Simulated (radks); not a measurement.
Excited configurations of the osmium ion Os3+: one electron is placed in a higher orbital outside [Xe] 4f14 5d4. The ground configuration is [Xe] 4f14 5d5. Method: scalar-relativistic Kohn-Sham, BLYP, spin-polarised, spherical densities, point nucleus; open shells are filled with parallel spins first (spin-orbit coupling, left out, can overturn this in heavy ions); computed with a radial shooting solver on a logarithmic mesh with Libxc functionals. Excitation = E - E(ground); binding = E(ion) - E, where the ion is the core of charge +4; n* = 4/sqrt(2 binding) in atomic units, and the quantum defect is n - n*.

[
 {"outer orbital": "5f", "excitation (eV)": "27.224", "binding (eV)": "15.360", "n*": "3.765", "quantum defect": "1.235", "eigenvalue (eV)": "-12.529", "<r> (bohr)": "3.653"},
 {"outer orbital": "6s", "excitation (eV)": "5.355", "binding (eV)": "37.229", "n*": "2.418", "quantum defect": "3.582", "eigenvalue (eV)": "-32.805", "<r> (bohr)": "2.386"},
 {"outer orbital": "6p", "excitation (eV)": "14.425", "binding (eV)": "28.159", "n*": "2.780", "quantum defect": "3.220", "eigenvalue (eV)": "-24.544", "<r> (bohr)": "2.855"},
 {"outer orbital": "6d", "excitation (eV)": "24.675", "binding (eV)": "17.909", "n*": "3.486", "quantum defect": "2.514", "eigenvalue (eV)": "-15.494", "<r> (bohr)": "3.986"},
 {"outer orbital": "6f", "excitation (eV)": "32.420", "binding (eV)": "10.164", "n*": "4.628", "quantum defect": "1.372", "eigenvalue (eV)": "-8.771", "<r> (bohr)": "6.684"},
 {"outer orbital": "7s", "excitation (eV)": "24.435", "binding (eV)": "18.149", "n*": "3.463", "quantum defect": "3.537", "eigenvalue (eV)": "-16.269", "<r> (bohr)": "4.659"},
 {"outer orbital": "7p", "excitation (eV)": "27.460", "binding (eV)": "15.124", "n*": "3.794", "quantum defect": "3.206", "eigenvalue (eV)": "-13.491", "<r> (bohr)": "5.384"},
 {"outer orbital": "7d", "excitation (eV)": "31.527", "binding (eV)": "11.057", "n*": "4.437", "quantum defect": "2.563", "eigenvalue (eV)": "-9.729", "<r> (bohr)": "6.915"},
 {"outer orbital": "7f", "excitation (eV)": "35.507", "binding (eV)": "7.076", "n*": "5.546", "quantum defect": "1.454", "eigenvalue (eV)": "-6.234", "<r> (bohr)": "10.37"}
]

The Delta-SCF ionisation energy is 42.584 eV (NIST Atomic Spectra Database: 41 eV, theoretical). Self-interaction in the functional shifts the binding energies and quantum defects, so they are the method's values and not measured ones. Open shells are spherical and high-spin; term and fine-structure splittings are not resolved. Spin-orbit splitting is averaged out at the scalar-relativistic level.
